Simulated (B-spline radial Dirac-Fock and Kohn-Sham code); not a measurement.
Calculated with a radial finite-basis atomic code, using Dirac-Fock (average of configuration) total-energy differences with a finite nucleus, the Breit interaction including its frequency dependence, and self-energy and vacuum-polarisation corrections. Correlation and solid-state effects are left out.

Q: An atom or ion in its tabulated ground configuration has these computed binding energies (the last is its least bound level). Which is it?

```tsv
level	binding energy (eV)
2s	7738.1
2p3/2	6764.7
3p1/2	1780.7
4p3/2	531.6
4d3/2	411.4
4d5/2	406.5
5s	268.3
```

A: Pm¹⁴⁺: Z = 61 with 47 electrons, [Kr] 4d10 5s1.
